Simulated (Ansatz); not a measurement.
ClH2InO2, SMILES `[OH][In]([OH])[Cl]`. The species carries charge 0 and has multiplicity 1. In takes the def2 core potential. The geometry is a stationary point of PBE0-D4/def2-TZVP. It is one conformer, not always the lowest.

```xyz
6

O    -0.885   -1.449    0.977
In   -0.235   -0.083   -0.272
O     1.242    1.105    0.267
Cl   -1.200    0.125   -2.355
H    -0.399   -1.430    1.806
H     1.477    1.733   -0.422
```

Q: What is the dipole moment at PBE/def2-TZVPP? (Best estimate.)

A: The calculation gave: 1.56 D, with components (1.15, 0.72, 0.76) D in this frame, pointing from negative to positive charge.

Q: And with r2SCAN, B3LYP, ωB97M-V? (Estimate.)

A: Computed: r2SCAN 1.59 D, B3LYP 1.53 D, ωB97M-V 1.52 D.

Q: Give the Mulliken charges with PBE, r2SCAN, ωB97M-V in def2-TZVPP. (An estimate is asked.)

A: Computed: 
```csv
atom,PBE,r2SCAN,ωB97M-V
O1,-0.44,-0.50,-0.49
In2,0.85,0.97,0.96
O3,-0.45,-0.51,-0.50
Cl4,-0.33,-0.36,-0.33
H5,0.18,0.20,0.17
H6,0.19,0.20,0.18
```

B3LYP here is the variant with VWN-RPA as its local correlation; programs differ in this.
